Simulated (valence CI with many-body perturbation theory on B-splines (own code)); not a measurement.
## Cs³²⁺: E2, M1 decay

Calculated by configuration interaction combined with many-body perturbation theory (CI+MBPT): five valence electrons over a frozen Dirac-Fock core [Ar], radial functions for each j: 7 s, 7 p, 8 d, 6 f, 4 g, 1 h, with the one-electron correlation potential Σ1, the two-electron term Σ2, the three-electron term Σ3, Breit, model QED; selected CI, second order for the rest (own B-spline code, finite nucleus).

The last digits are not significant, and no measured levels were compared; by estimate large intervals hold to a few tenths of a per cent, small ones and those within an open d or f shell to about a per cent. Only levels of the ground parity were solved; by the run's estimate the other parity begins above the list, which can be wrong where configurations are misplaced.

Lines 1 to 50 of 120 in falling wavelength, among levels below 705760 cm⁻¹, chosen from the decays that carry over 1 % of a level's rate. Wavelengths and rates use the calculated energies. Electric multipoles are in the length gauge, E1 and E2 with the static RPA response of the core. Weak lines are less certain than strong ones. Lines between different terms over intervals too small for the method are left out, as are lines whose strength nearly cancels. Branching is blank where the lifetime is uncertain.

Levels are named by their leading jj configuration (3d3/2^4 stands for four electrons in 3d with j = 3/2), which in mixed levels can hold well under half, so a name can repeat and another be missing. Letters in brackets count levels of one name in rising energy.

```tsv
λ vac (Å)	Upper	Lower	Type	A (s⁻¹)	Branch %
11590	(3d3/2^3 3d5/2^2) J=11/2	(3d3/2^3 3d5/2^2) J=7/2 [a]	E2	5.27e-08	
5458	(3d3/2^3 3d5/2^2) J=9/2	(3d3/2^3 3d5/2^2) J=11/2	M1	9.98e+01	22.2
3723	(3d3/2^2 3d5/2^3) J=13/2	(3d3/2^2 3d5/2^3) J=11/2	M1	1.42e+02	2.8
3710	(3d3/2^3 3d5/2^2) J=9/2	(3d3/2^3 3d5/2^2) J=7/2 [a]	M1	3.48e+02	77.6
2767	(3d3/2^3 3d5/2^2) J=1/2	(3d3/2^3 3d5/2^2) J=3/2 [a]	M1	1.76e+03	99.9
2466	(3d3/2^3 3d5/2^2) J=7/2 [b]	(3d3/2^3 3d5/2^2) J=5/2 [b]	M1	8.31e+02	13.6
2421	(3d3/2^2 3d5/2^3) J=7/2 [b]	(3d3/2^2 3d5/2^3) J=5/2 [b]	M1	3.38e+02	1.9
2333	(3d3/2^2 3d5/2^3) J=5/2 [b]	(3d3/2^3 3d5/2^2) J=3/2 [b]	M1	6.29e+02	1.2
1777	(3d3/2^2 3d5/2^3) J=9/2 [b]	(3d3/2^2 3d5/2^3) J=9/2 [a]	M1	9.16e+02	1.3
1701	(3d3/2^2 3d5/2^3) J=3/2 [a]	(3d3/2^2 3d5/2^3) J=5/2 [a]	M1	2.61e+03	2.7
1637	(3d3/2^3 3d5/2^2) J=7/2 [a]	(3d3/2^3 3d5/2^2) J=5/2 [a]	M1	3.64e+03	26.4
1621	(3d3/2^2 3d5/2^3) J=9/2 [a]	(3d3/2^3 3d5/2^2) J=7/2 [b]	M1	2.18e+03	9.2
1617	(3d3/2^2 3d5/2^3) J=5/2 [c]	(3d3/2^2 3d5/2^3) J=3/2 [a]	M1	7.26e+02	1.0
1508	(3d3/2^3 3d5/2^2) J=3/2 [a]	(3d3/2^3 3d5/2^2) J=5/2 [a]	M1	1.46e+03	2.7
1442	(3d3/2^2 3d5/2^3) J=7/2 [b]	(3d3/2^2 3d5/2^3) J=9/2 [a]	M1	4.59e+02	2.6
1386	(3d3/2^3 3d5/2^2) J=7/2 [b]	(3d3/2^3 3d5/2^2) J=7/2 [a]	M1	2.12e+03	34.6
1336	(3d3/2^2 3d5/2^3) J=9/2 [c]	(3d3/2^2 3d5/2^3) J=7/2 [b]	M1	1.19e+03	
1287	(3d3/2^3 3d5/2^2) J=3/2 [b]	(3d3/2^3 3d5/2^2) J=1/2	M1	7.73e+02	5.5
1269	(3d3/2 3d5/2^4) J=7/2 [a]	(3d3/2^2 3d5/2^3) J=5/2 [c]	M1	3.30e+03	3.2
1222	(3d3/2^2 3d5/2^3) J=3/2 [b]	(3d3/2^2 3d5/2^3) J=3/2 [a]	M1	3.03e+03	11.2
1214	(3d3/2^2 3d5/2^3) J=7/2 [a]	(3d3/2^3 3d5/2^2) J=5/2 [b]	M1	5.03e+03	16.0
1149	(3d3/2^2 3d5/2^3) J=7/2 [a]	(3d3/2^3 3d5/2^2) J=9/2	M1	9.68e+03	30.8
1144	(3d3/2^3 3d5/2^2) J=3/2 [b]	(3d3/2^3 3d5/2^2) J=5/2 [b]	M1	2.12e+03	15.1
1137	(3d3/2^2 3d5/2^3) J=9/2 [c]	(3d3/2^2 3d5/2^3) J=9/2 [b]	M1	8.25e+03	
1137	(3d3/2^2 3d5/2^3) J=5/2 [a]	(3d3/2^3 3d5/2^2) J=7/2 [a]	M1	7.71e+03	11.2
1121	(3d3/2^2 3d5/2^3) J=7/2 [b]	(3d3/2^2 3d5/2^3) J=7/2 [a]	M1	2.94e+03	17.0
1117	(3d3/2^2 3d5/2^3) J=5/2 [c]	(3d3/2^3 3d5/2^2) J=3/2 [b]	M1	6.98e+03	9.9
1115	(3d3/2^2 3d5/2^3) J=5/2 [b]	(3d3/2^3 3d5/2^2) J=7/2 [b]	M1	3.80e+03	7.0
1083	(3d3/2^2 3d5/2^3) J=11/2	(3d3/2^3 3d5/2^2) J=9/2	M1	3.63e+03	
1079	(3d3/2^3 3d5/2^2) J=5/2 [b]	(3d3/2^3 3d5/2^2) J=5/2 [a]	M1	2.08e+04	91.2
1058	(3d3/2^2 3d5/2^3) J=5/2 [c]	(3d3/2^2 3d5/2^3) J=7/2 [a]	M1	4.99e+03	7.1
1044	(3d3/2^2 3d5/2^3) J=1/2 [a]	(3d3/2^3 3d5/2^2) J=1/2	M1	2.08e+04	46.7
1031	(3d3/2^3 3d5/2^2) J=5/2 [a]	(3d3/2^4 3d5/2) J=5/2	M1	2.65e+04	100.0
1028	(3d3/2 3d5/2^4) J=7/2 [a]	(3d3/2^2 3d5/2^3) J=9/2 [b]	M1	5.48e+03	5.2
1015	(3d3/2 3d5/2^4) J=5/2 [a]	(3d3/2^2 3d5/2^3) J=3/2 [a]	M1	8.42e+03	5.6
989.5	(3d3/2^2 3d5/2^3) J=1/2 [b]	(3d3/2^2 3d5/2^3) J=3/2 [a]	M1	4.89e+03	6.8
949.0	(3d3/2^2 3d5/2^3) J=3/2 [a]	(3d3/2^3 3d5/2^2) J=1/2	M1	2.58e+03	2.7
925.9	(3d3/2 3d5/2^4) J=11/2	(3d3/2^2 3d5/2^3) J=9/2 [b]	M1	5.15e+03	5.3
913.2	(3d3/2^2 3d5/2^3) J=3/2 [b]	(3d3/2^3 3d5/2^2) J=3/2 [b]	M1	3.98e+02	1.5
903.8	(3d3/2^2 3d5/2^3) J=11/2	(3d3/2^3 3d5/2^2) J=11/2	M1	2.17e+04	
878.6	(3d3/2^3 3d5/2^2) J=3/2 [b]	(3d3/2^3 3d5/2^2) J=3/2 [a]	M1	2.52e+03	17.9
877.2	(3d3/2^2 3d5/2^3) J=7/2 [a]	(3d3/2^3 3d5/2^2) J=7/2 [a]	M1	9.93e+03	31.6
868.8	(3d3/2^2 3d5/2^3) J=3/2 [a]	(3d3/2^3 3d5/2^2) J=5/2 [b]	M1	5.96e+03	6.1
847.8	(3d3/2^2 3d5/2^3) J=9/2 [b]	(3d3/2^3 3d5/2^2) J=7/2 [b]	M1	4.79e+03	6.8
829.1	(3d3/2^2 3d5/2^3) J=5/2 [c]	(3d3/2^2 3d5/2^3) J=5/2 [a]	M1	5.92e+03	8.4
798.6	(3d3/2^2 3d5/2^3) J=9/2 [a]	(3d3/2^3 3d5/2^2) J=11/2	M1	9.02e+03	38.0
797.0	(3d3/2 3d5/2^4) J=7/2 [a]	(3d3/2^2 3d5/2^3) J=5/2 [b]	M1	1.59e+04	15.2
767.6	(3d3/2^2 3d5/2^3) J=5/2 [b]	(3d3/2^3 3d5/2^2) J=5/2 [b]	M1	3.09e+04	56.5
763.2	(3d3/2^2 3d5/2^3) J=7/2 [b]	(3d3/2^3 3d5/2^2) J=7/2 [b]	M1	2.81e+03	16.2
761.7	(3d3/2 3d5/2^4) J=5/2 [a]	(3d3/2^2 3d5/2^3) J=7/2 [a]	M1	2.09e+04	13.8
```
